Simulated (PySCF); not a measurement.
# Löwdin shares of the frontier orbitals

FH8N3Si3.
Cartesian coordinates in Å at the GFN2-xTB level; atoms count from 1:
```xyz
15
FH8N3Si3 angstrom
F     -1.8702   -2.0086    1.4879
Si    -1.2064   -1.2246    0.2404
N      0.4841   -1.5053    0.2959
Si     1.7275   -0.4582   -0.2883
N      0.9437    1.0149   -0.7351
Si    -0.4639    1.7482   -0.0534
N     -1.4714    0.4518    0.4825
H     -1.8707   -1.7742   -0.9340
H      0.7781   -2.4088    0.6232
H      2.3459   -0.9933   -1.5098
H      2.7128   -0.2803    0.7888
H      1.4939    1.6247   -1.3148
H     -0.1611    2.6042    1.1033
H     -1.1112    2.5055   -1.1336
H     -2.3355    0.7119    0.9250
```

Computed, not measured: TDDFT CAM-B3LYP/def2-SVPD, vertical, gas phase, core orbitals frozen in the response (PySCF).

Kohn–Sham orbitals with the atoms that hold most of them (Löwdin shares over 4%, at most four atoms; ? is withheld):

```
orbital  ε (eV)                              atoms
 HOMO-3  -11.40  N5 18%, Si6 17%, Si4 13%, H14 12%
 HOMO-2   -9.45     N5 25%, N3 22%, N7 21%, Si2 9%
 HOMO-1   -8.95     N3 32%, N7 31%, Si4 7%, Si6 6%
   HOMO       ?                                  ?
   LUMO    0.90                                  ?
 LUMO+1    1.07   Si2 17%, Si4 15%, Si6 14%, H9 9%
 LUMO+2    1.42  Si6 16%, Si4 16%, H15 11%, H9 10%
```

Q: Which atoms hold the HOMO, and with what shares?

A: N5 (bonded to 2 Si and H) 32%; Si6 (bonded to 2 N and 2 H) 11%; Si4 (bonded to 2 N and 2 H) 11%; H13 (bonded to Si) 8%. By element: nitrogen 32% or more, silicon 22% or more, hydrogen 8% or more.

Q: Give the leading atoms of the LUMO.

A: Si4 (bonded to 2 N and 2 H) 22%; Si6 (bonded to 2 N and 2 H) 22%; H12 (bonded to N) 16%; N5 (bonded to 2 Si and H) 9%. By element: silicon 45% or more, hydrogen 16% or more, nitrogen 9% or more.

Q: What is the HOMO energy, and the HOMO–LUMO gap?

A: ε(HOMO) = -8.88 eV; the gap is 9.78 eV (0.3595 hartree).

Q: The HOMO–LUMO gap is 9.78 eV. Where does the response calculation put the lowest singlet, and from which orbitals?

A: S1 is at 6.47 eV (f = 0.0019), 3.31 eV below the gap, made of HOMO→LUMO (78%), HOMO-2→LUMO (9%). Without the coupling terms of the response equations the lowest excitation would equal the gap.

Q: Give energy, strength and leading configuration of S1 and S4, and follow the Löwdin shares of the leading atoms from the occupied to the empty orbital.

A: 
- S1 (6.47 eV, f 0.0019), HOMO→LUMO (78%): N5 32% → 9%, Si6 11% → 22%, Si4 11% → 22%
- S4 (6.90 eV, f 0.0025), HOMO-1→LUMO (81%): N3 32% → at most 9%, N7 31% → at most 9%, Si4 7% → 22%, Si6 6% → 22%

Löwdin shares depend on the basis, the more so with diffuse functions.

Time: 43 s. Hardware: one thread, x86-64 server, on a shared host.

One conformer stands for the species.
